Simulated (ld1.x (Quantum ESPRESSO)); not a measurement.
# Plane-wave convergence, RRKJ potential for germanium (Ge)

| Item | Value |
| --- | --- |
| Element | germanium (Ge) |
| Generator | ld1.x (Quantum ESPRESSO) 7.5 |
| Type | norm-conserving RRKJ (Kleinman–Bylander form) |
| Functional | LDA (PZ) |
| Relativity | scalar-relativistic |
| Frozen core | [Ar] 3d10 |
| Valence charge | 4 |
| Reference configuration | 4s2 4p0.5 (charge +1.5) |
| Partial waves | 4p (bound): rc 1.55 bohr; 4s (bound): rc 1.40 bohr |
| Local potential | the s channel |
| Core correction | none |

The pseudo-atom Hamiltonian at the reference potential is diagonalised in spherical Bessel functions j_l(qr) that vanish at 20 bohr, with q² up to the cutoff. All-electron valence levels (Ry): 4p -1.1523, 4s -1.8200.

How do the lowest levels (Ry) of each channel move with the cutoff, and are there ghosts?

```csv
cutoff (Ry),p #1,p #2,s #1,d #1,f #1,f #2,Σ f·Δε (mRy)
8,-2.4671,-1.1222,-1.7589,-0.4587,-0.1560,-0.0588,137.3
15,-49.7700,-1.1453,-1.7989,-0.4593,-0.1560,-0.0589,45.5
30,-142.9360,-1.1484,-1.8106,-0.4619,-0.1560,-0.0589,20.7
45,-148.5797,-1.1520,-1.8178,-0.4621,-0.1560,-0.0589,4.5
70,-156.1344,-1.1523,-1.8191,-0.4623,-0.1560,-0.0589,1.7
100,-161.0210,-1.1523,-1.8197,-0.4623,-0.1560,-0.0589,0.5
400,-164.8474,-1.1523,-1.8200,-0.4623,-0.1560,-0.0589,0.0
```

Result: ghost state, extra bound levels that the all-electron valence spectrum of the same l lacks: p at -2242.9 eV (a true bound ghost makes a file unfit for plane-wave use); 10 mRy is reached at 40 Ry and 1 mRy at 80 Ry.
